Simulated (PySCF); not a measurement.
Cl4Ga (SMILES [Cl][Ga-]([Cl])([Cl])[Cl]), charge -1, singlet, geometry from GFN2-xTB (such geometries of metal compounds can be far from the true shape); DF-M06/cc-pVDZ (PySCF).

Input for PySCF:
```python
from pyscf import gto, scf, dft

mol = gto.M(
    atom='''
Ga    0.00000000    0.00000000   -0.00000000
Cl    1.71278737   -0.59908363   -1.19330116
Cl    0.65537446    0.49189976    2.01122558
Cl   -0.93767909    1.73912871   -0.90149802
Cl   -1.43048275   -1.63194484    0.08357359
''',
    basis='cc-pvdz',
    charge=-1,
    verbose=4,
)

mf = dft.RKS(mol)
mf.xc = 'm06'
mf.grids.level = 0
mf = mf.density_fit(auxbasis='def2-universal-jkfit')
mf.kernel()
```

Output, abridged:

```
PySCF version 2.14.0

[INPUT] verbose = 4
[INPUT] num. atoms = 5
[INPUT] num. electrons = 100
[INPUT] charge = -1
[INPUT] spin (= nelec alpha-beta = 2S) = 0
[INPUT] symmetry False subgroup None
[INPUT] Mole.unit = angstrom
[INPUT] Symbol           X                Y                Z      unit          X                Y                Z       unit  Magmom
[INPUT]  1 Ga     0.000000000000   0.000000000000   0.000000000000 AA    0.000000000000   0.000000000000   0.000000000000 Bohr   0.0
[INPUT]  2 Cl     1.712787370000  -0.599083630000  -1.193301160000 AA    3.236699038914  -1.132103986410  -2.255012376526 Bohr   0.0
[INPUT]  3 Cl     0.655374460000   0.491899760000   2.011225580000 AA    1.238478238435   0.929555827139   3.800665520920 Bohr   0.0
[INPUT]  4 Cl    -0.937679090000   1.739128710000  -0.901498020000 AA   -1.771956672831   3.286476957268  -1.703584359638 Bohr   0.0
[INPUT]  5 Cl    -1.430482750000  -1.631944840000   0.083573590000 AA   -2.703220623415  -3.083928797997   0.157931196347 Bohr   0.0

nuclear repulsion = 772.378209509514
number of shells = 26
number of NR pGTOs = 241
number of NR cGTOs = 99
basis = cc-pvdz
ecp = {}

******** <class 'pyscf.df.df_jk.DFRKS'> ********
method = DFRKS
initial guess = minao
damping factor = 0
level_shift factor = 0
DIIS = <class 'pyscf.scf.diis.CDIIS'>
diis_start_cycle = 1
diis_space = 8
diis_damp = 0
SCF conv_tol = 1e-09
SCF conv_tol_grad = None
SCF max_cycles = 50
direct_scf = False
XC library pyscf.dft.libxc version 7.1.2
    S. Lehtola, C. Steigemann, M. J. T. Oliveira, and M. A. L. Marques,  SoftwareX 7, 1–5 (2018)
XC functionals = m06
    Y. Zhao and D. G. Truhlar,  Theor. Chem. Acc. 120, 215 (2008)
    Y. Zhao and D. G. Truhlar,  Theor. Chem. Acc. 120, 215 (2008)
radial grids:
    Treutler-Ahlrichs [JCP 102, 346 (1995); DOI:10.1063/1.469408] (M4) radial grids

becke partition: Becke, JCP 88, 2547 (1988); DOI:10.1063/1.454033
pruning grids: <function nwchem_prune>
grids dens level: 0
symmetrized grids: False
atomic radii adjust function: <function treutler_atomic_radii_adjust>
small_rho_cutoff = 0
Set gradient conv threshold to 3.16228e-05
Initial guess from minao.
tot grids = 8920
******** <class 'pyscf.df.df.DF'> ********
auxbasis = def2-universal-jkfit
init E= -3765.91654266923
  HOMO = -0.376801438738623  LUMO = -0.0697206393268797  gap/eV = 8.35609
cycle= 1 E= -3766.11755380754  delta_E= -0.201  |g|= 0.565  |ddm|= 1.84
  HOMO = -0.111318450292625  LUMO = 0.140395436181678  gap/eV = 6.84948
cycle= 2 E= -3766.08939307986  delta_E= 0.0282  |g|= 0.659  |ddm|= 1.22
  HOMO = -0.144123167536671  LUMO = 0.158645734599288  gap/eV = 8.23876
cycle= 3 E= -3766.21006366032  delta_E= -0.121  |g|= 0.0756  |ddm|= 0.674
  HOMO = -0.153030969201591  LUMO = 0.145987128243345  gap/eV = 8.13670
cycle= 4 E= -3766.21171396254  delta_E= -0.00165  |g|= 0.00947  |ddm|= 0.0864
  HOMO = -0.152923204106257  LUMO = 0.147021586945677  gap/eV = 8.16191
cycle= 5 E= -3766.21173971342  delta_E= -2.58e-05  |g|= 0.000948  |ddm|= 0.0102
  HOMO = -0.153004654932997  LUMO = 0.147017063566746  gap/eV = 8.16401
cycle= 6 E= -3766.211739913  delta_E= -2e-07  |g|= 0.000204  |ddm|= 0.00138
  HOMO = -0.152996114364888  LUMO = 0.147029871630005  gap/eV = 8.16412
cycle= 7 E= -3766.21173992282  delta_E= -9.82e-09  |g|= 2.8e-05  |ddm|= 0.000239
  HOMO = -0.152999541265513  LUMO = 0.147024025196264  gap/eV = 8.16406
cycle= 8 E= -3766.2117399231  delta_E= -2.74e-10  |g|= 7.92e-06  |ddm|= 4.39e-05
  HOMO = -0.152998598743687  LUMO = 0.147024141621969  gap/eV = 8.16403
Extra cycle  E= -3766.21173992308  delta_E= 1.09e-11  |g|= 8.44e-06  |ddm|= 1.77e-05
converged SCF energy = -3766.21173992308
```
